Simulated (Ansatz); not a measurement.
The cluster Al₃S₃⁺. Total charge 1; singlet. Geometry r2SCAN-D4/def2-SVP, basis def2-TZVP, Ansatz.

```xyz
6

Al    0.107    1.406    0.220
Al   -1.189   -0.669    0.415
Al    0.802   -0.598   -1.017
S    -0.264   -2.477   -0.491
S    -1.506    1.105    1.719
S     2.051    1.233   -0.845
```

```json
{"run": "A", "HOMO (eV)": "-9.87", "LUMO (eV)": "-8.28"}
{"run": "B", "HOMO (eV)": "-9.73", "LUMO (eV)": "-8.48"}
{"run": "C", "HOMO (eV)": "-12.45", "LUMO (eV)": "-6.03"}
{"run": "D", "HOMO (eV)": "-10.66", "LUMO (eV)": "-7.76"}
```

Another isomer (singlet) lies 0.64 eV lower at PBE0-D4/def2-TZVP; other spin states weren't run for this one.

Problem. The runs used PBE, PBE0, r2SCAN, ωB97M-V. Estimate which is which.

Solution. A r2SCAN (0 % exact exchange); B PBE (0 % exact exchange); C ωB97M-V (range-separated); D PBE0 (25 % exact exchange). Exact exchange lowers occupied and raises empty levels; among semilocal functionals meta-GGAs tend to open the gap a little, and such runs are hard to tell apart. The gap grows from 1.25 eV (PBE) to 6.42 eV (ωB97M-V).
